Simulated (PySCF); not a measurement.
Peak assignment

Atom-mapped SMILES (the numbers label the heavy atoms): `[CH3:1][NH:2][Si@@:3]([SiH3:4])([PH2:5])[N:6]([CH3:7])[CH3:8]` (H(Xn): hydrogen on atom n).

PySCF 2.14.0 with density-fitted response routines calculation with geometry: GFN2-xTB and shielding tensors at PBE0/pcSseg-1 (GIAO); no solvent model, no relativistic terms, one computed conformer, averaged over atoms made equivalent by symmetry, fast rotation or ring inversion.

Shifts are taken against calculated references (same method and geometry level): 13C and 1H against TMS.

Task: Assign these signals to the numbered atoms. 13C{1H} NMR (computed): δ 39.9, 30.2.

Result: 
| δ (ppm) | atoms | environment | reason |
| --- | --- | --- | --- |
| 39.9 | C7/C8 | methyl carbon bonded to N | the inductive effect lowers its shielding |
| 30.2 | C1 | methyl carbon bonded to N | – |

Task: Assign these signals to the numbered atoms. 1H NMR (400 MHz, computed): δ 3.35 (m, 3H), 2.63 (s, 3H), 2.58 (s, 6H), 1.00 (m, 2H), -0.18 (br s, 1H).

Result: 
```tsv
δ (ppm)	atoms	environment	reason
3.35	H(Si4)	hydrogen on a silicon bonded to Si	–
2.63	H(C1)	hydrogen on a methyl carbon bonded to N	its carbon carries N, hence the downfield position
2.58	H(C7)/H(C8)	hydrogen on a methyl carbon bonded to N	–
1.00	H(P5)	hydrogen on a phosphorus bonded to Si	–
-0.18	H(N2)	hydrogen on a nitrogen bonded to C, Si	exchangeable, gas-phase position
```

H(C1) and H(C7)/H(C8) lie closer than the usual error of such a calculation, so a measured spectrum could show them in the other order.

OH/NH shifts are gas-phase values; hydrogen bonding in solution moves them, usually downfield. Splittings by 31P in the carbon and heteronuclear signals aren't shown, as no couplings were computed. Shifts are as computed. Against solution values, carbons near 30 ppm lie about +3 ppm off and those near 130 ppm about +5 ppm. Of 1211 compounds with measured shifts, 218 miss one by over three times the rms of a fit or turn the order of signals round; such compounds aren't used in these exercises. No couplings were computed; multiplicities are counted from neighbouring protons, with m where these are inequivalent, close in shift, in a saturated or five-membered ring or joined by F or P, and br s for small geminal =CH2 splittings.
